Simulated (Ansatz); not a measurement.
`FB1CC1`. Total charge 0; spin multiplicity 1. All single points use the PBE0-D4/def2-TZVP geometry.

```xyz
8

F     1.444   -1.768   -0.214
B     0.619   -0.758   -0.092
C     0.413    0.738   -0.065
C    -0.795   -0.271    0.122
H     0.686    1.328    0.805
H     0.414    1.323   -0.981
H    -1.255   -0.294    1.106
H    -1.527   -0.299   -0.681
```

Problem. What is the dipole moment at ωB97M-V/def2-TZVPP? (Best estimate.)

Solution. Computed: 1.02 D, with components (-0.64, 0.78, 0.10) D in this frame, pointing from negative to positive charge.

Problem. And with PBE, r2SCAN, B3LYP? (Estimate.)

Solution. The calculation gave: PBE 1.01 D, r2SCAN 1.04 D, B3LYP 1.06 D.

Problem. Give the Mulliken charges with ωB97M-V, PBE, r2SCAN in def2-TZVPP. (Best estimate.)

Solution. The calculation gave: 
| atom | ωB97M-V | PBE | r2SCAN |
| --- | --- | --- | --- |
| F1 | -0.25 | -0.20 | -0.28 |
| B2 | 0.43 | 0.36 | 0.48 |
| C3 | -0.31 | -0.27 | -0.25 |
| C4 | -0.31 | -0.27 | -0.25 |
| H5 | 0.11 | 0.10 | 0.07 |
| H6 | 0.11 | 0.10 | 0.07 |
| H7 | 0.11 | 0.10 | 0.07 |
| H8 | 0.11 | 0.10 | 0.07 |

B3LYP here is the variant with VWN-RPA as its local correlation; programs differ in this.
